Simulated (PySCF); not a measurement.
4-amino-1-fluorobenzene: calculation and literature

Geometry (Å), atoms numbered from 1 in this order:
```xyz
14

N     2.2970   -0.2323    0.1060
C     0.9277   -0.0914    0.0280
C     0.3314    1.1577    0.2135
C    -1.0426    1.2914    0.2076
C    -1.8250    0.1679    0.0147
F    -3.1743    0.2953    0.0066
C    -1.2646   -1.0818   -0.1736
C     0.1102   -1.2066   -0.1672
H     2.8442    0.6012   -0.0323
H     2.6878   -1.0660   -0.3008
H     0.9566    2.0256    0.3637
H    -1.5109    2.2527    0.3485
H    -1.9022   -1.9385   -0.3245
H     0.5640   -2.1758   -0.3125
```

Calculated, not measured (PySCF 2.14): GFN2-xTB geometry, σ from GIAO-PBE0/pcSseg-1. No solvent model, averaged over atoms made equivalent by symmetry, fast rotation or ring inversion, one conformer, no relativistic terms.

Reference values: measured (solution, DMSO-d6; Viesser, Ducati, Tormena, Autschbach, PCCP 2018 (ESI)).
```csv
atoms,quantity,reference,computed,"computed, scaled"
C5,δ ¹³C,154.2,164.4,158.1
```

Reference values: measured (solution, CDCl3; Viesser, Ducati, Tormena, Autschbach, PCCP 2018 (ESI)).
```csv
atoms,quantity,reference,computed,"computed, scaled"
C5,δ ¹³C,156.7,164.4,158.1
```

Reference values: measured (G. Saielli, R. Bini, A. Bagno, Computational 19F NMR. 2. Organic compounds, RSC Adv. 2014, ESI (exp. from Berger-Braun-Kalinowski 1994 and Everett 1995)).
```tsv
atoms	quantity	reference	computed	computed, scaled
F6	δ ¹⁹F vs CFCl3	-127.3	-134.8	-129.9
```

Computed shifts are σ(ref) − σ with the named reference compound (TMS for H and C) calculated as an isolated molecule at the same level. The measured values may be among those fitted. Expected solution values come from regression of measured δ (H and C: mostly CDCl3, vs TMS) on computed σ: ¹³C: δ = 179.97 − 0.974σ (rms 2.1 ppm, 958 shifts, 2.3 ppm with the 13 outliers that the fit left out); ¹⁹F: δ = 146.13 − 0.903σ +14.6 on sp3 carbon (rms 6.0 ppm, 223 shifts, 7.0 ppm with the 5 outliers that the fit left out vs CFCl3, solution or neat liquid). A few per cent of atoms miss by over 2 rms, more outside the fitted compound classes.

Question: How far are the unscaled ¹³C shifts from the references?

Answer: Mean signed difference +8.95 ppm, mean absolute 8.95 ppm over 2 comparisons; the largest is +10.2 ppm at C5 (aromatic carbon bearing fluorine).
